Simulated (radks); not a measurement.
Values are calculated unless marked as measured or tabulated.
Q: All-electron atom: Ni III in [Ar] 3d8. Level of theory: scalar-relativistic Kohn-Sham, r2SCAN, spin-polarised, spherical densities, finite nucleus; open shells are filled with parallel spins first; meta-GGA in the generalised Kohn-Sham scheme; Fermi nuclear charge, rms radius 3.7757 fm (a radial shooting solver on a logarithmic mesh with Libxc functionals). Some entries of the table are withheld. Estimate them.

| orbital | occ. | eigenvalue (hartree) | <r^2> (bohr^2) |
|---|---|---|---|
| 1s down | 1 | -303.4882 | 0.003938 |
| 1s up | 1 | -303.4878 | 0.003938 |
| 2s up | 1 | -37.18013 | 0.07064 |
| 2s down | 1 | -37.12679 | 0.07050 |
| 2p up | 3 | -32.02160 | 0.05692 |
| 2p down | 3 | -31.98123 | 0.05677 |
| 3s up | 1 | (1) | 0.6314 |
| 3s down | 1 | (2) | 0.6349 |
| 3p up | 3 | -3.47584 | 0.7129 |
| 3p down | 3 | -3.36851 | 0.7195 |
| 3d up | 5 | -1.08854 | (3) |
| 3d down | 3 | -0.98873 | (4) |

A: 
(1) 3s up eigenvalue (hartree): -4.98799
(2) 3s down eigenvalue (hartree): -4.87966
(3) 3d up <r^2> (bohr^2): 1.174
(4) 3d down <r^2> (bohr^2): 1.259
